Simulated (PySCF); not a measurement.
Compound: CH₉ClSi₃.
SMILES: `[SiH3][SiH2][SiH2]CCl`

Computed with PySCF at B3LYP/def2-SVPD, non-relativistic, on one gas-phase PBE0-D3(BJ)/def2-SVP geometry that isn't relaxed in the solvent. The solvent is an IEF-PCM continuum (cavity from Bondi-type radii × 1.2), and excitations are vertical TDDFT with non-equilibrium linear response and a frozen core. The model holds no explicit solvent molecules, cavitation or dispersion.

Gas-phase singlets (H = HOMO, L = LUMO):

| state | E (eV) | λ (nm) | f | leading configurations |
| --- | --- | --- | --- | --- |
| S1 | 6.343 | 195 | 0.076 | H-1→L 48%, H→L 42% |
| S2 | 6.401 | 194 | 0.081 | H→L 51%, H-1→L 40% |
| S3 | 6.680 | 186 | 0.005 | H→L+2 47%, H→L+1 43% |
| S4 | 6.802 | 182 | 0.012 | H-2→L 59%, H→L+2 13%, H→L+1 12% |
| S5 | 6.823 | 182 | 0.006 | H-1→L+1 66%, H-1→L+2 10%, H-1→L 9% |

Problem. What are the lowest 5 singlets in acetone (ε = 20.49)?

Solution. 
```
state  E (eV)  λ (nm)      f  leading configurations  change by rank (eV)
   S1   6.379     194  0.232                 H→L 91%               +0.036
   S2   6.479     191  0.017   H-1→L 76%, H-1→L+1 9%               +0.078
   S3   6.674     186  0.008    H→L+2 77%, H→L+1 14%               -0.006
   S4   6.769     183  0.034    H→L+1 80%, H→L+2 12%               -0.033
   S5   6.875     180  0.016  H-1→L+1 74%, H-1→L 12%               +0.052
```

Problem. How do the frontier levels move from gas to acetone?

Solution. 
| orbital | gas (eV) | solvent (eV) | change (eV) |
| --- | --- | --- | --- |
| LUMO+2 | -0.09 | 0.05 | +0.14 |
| LUMO+1 | -0.19 | -0.07 | +0.12 |
| LUMO | -0.66 | -0.46 | +0.20 |
| HOMO | -7.79 | -7.63 | +0.16 |
| HOMO-1 | -8.00 | -7.94 | +0.06 |
| HOMO-2 | -8.46 | -8.41 | +0.05 |
| HOMO-3 | -8.59 | -8.49 | +0.10 |

The HOMO–LUMO gap goes from 7.13 to 7.17 eV. Rows go by rank; for HOMO-3, HOMO-2, LUMO+1 and LUMO+2 the atom shares or the degeneracy differ between the runs, so the row needn't follow one orbital.

Conformer computed: `[SiH3:1][SiH2:2][SiH2:3][CH2:4][Cl:5]`: Si1–Si2–Si3–C4 43°, Si2–Si3–C4–Cl5 52°.
